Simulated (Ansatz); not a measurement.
Consider the silylene formation by 1,1-elimination: `O[Si@H](F)[Si@H](O)F` → `O[SiH](F)F` + `O[SiH]`.

Program: Ansatz. Geometries: PBE0-D4/def2-TZVP. ΔE: electronic, gas phase. CBS: MP2 limit from def2 TZ/QZ plus the TZ coupled-cluster correction, frozen cores. This one scheme is used for every species. DFT in def2-TZVPP. One conformer a species, not always the lowest.

```tsv
species	BHLYP-D4 energy (Eh)
`O[Si@H](F)[Si@H](O)F`	-931.81139
`O[SiH](F)F`	-565.83872
`O[SiH]`	-365.91398
```

Question: Work out ΔE.

Answer: ΔE = (-565.83872) + (-365.91398) − (-931.81139) = 0.05869 Eh = +154.1 kJ/mol. CCSD(T)/CBS gives +144.9 kJ/mol.

Largest T1 diagnostic among the species: 0.016.

The D4 term adds +14.6 kJ/mol with B3LYP and +8.1 kJ/mol with PBE0; it sums over pairs of atoms, weighted by their polarisabilities, and B3LYP, whose exchange is more repulsive, gets the larger term. In def2-TZVPP, CCSD(T) changes the Hartree–Fock value by +8.5 kJ/mol (the triples alone add +2.5 kJ/mol) and MP2 by +19.1 kJ/mol. At CCSD(T), def2-SVP lies −24.7 kJ/mol from the extrapolated value and def2-TZVPP −8.2 kJ/mol.

B3LYP here is the variant with VWN-RPA as its local correlation; programs differ in this.
